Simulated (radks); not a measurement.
Ne, 10 electrons, occupied as [Ne]. Method: non-relativistic Kohn-Sham, LDA (Slater exchange, VWN5 correlation), spin-unpolarised, spherical densities, point nucleus; computed with a radial shooting solver on a logarithmic mesh with Libxc functionals.

Local quantities along the radius. ELF = 1/(1 + alpha^2) is the electron localisation function; alpha = (tau - tau_W)/tau_unif compares the Pauli kinetic energy density with that of the uniform gas; -r V(r) is the screened charge that the Kohn-Sham potential presents (atomic units).

| r (bohr) | ELF | alpha | -r V(r) |
|---|---|---|---|
| 0.0137 | 1.000 | 0.006702 | 9.685 |
| 0.01828 | 1.000 | 0.007588 | 9.578 |
| 0.02438 | 1.000 | 0.008960 | 9.436 |
| 0.03252 | 1.000 | 0.01120 | 9.248 |
| 0.04337 | 1.000 | 0.01511 | 9.003 |
| 0.05784 | 0.999 | 0.02256 | 8.689 |
| 0.07715 | 0.999 | 0.03859 | 8.297 |
| 0.1029 | 0.994 | 0.07868 | 7.821 |
| 0.1372 | 0.962 | 0.1983 | 7.258 |
| 0.183 | 0.731 | 0.6063 | 6.602 |
| 0.2441 | 0.252 | 1.723 | 5.851 |
| 0.3256 | 0.172 | 2.194 | 5.025 |
| 0.4343 | 0.463 | 1.078 | 4.144 |
| 0.5839 | 0.777 | 0.5365 | 3.197 |
| 0.7788 | 0.855 | 0.4119 | 2.316 |
| 1.039 | 0.841 | 0.4340 | 1.590 |
| 1.385 | 0.740 | 0.5928 | 1.073 |
| 1.848 | 0.490 | 1.021 | 0.7365 |
| 2.464 | 0.175 | 2.171 | 0.5081 |
| 3.287 | 0.029 | 5.776 | 0.3322 |
| 4.384 | 0.002 | 21.10 | 0.1895 |
| 5.847 | 0.000 | 124.1 | 0.08552 |

On this mesh the ELF has minima near r = 0.28 bohr, which separate the shells, and maxima near 0.90 (0.86).
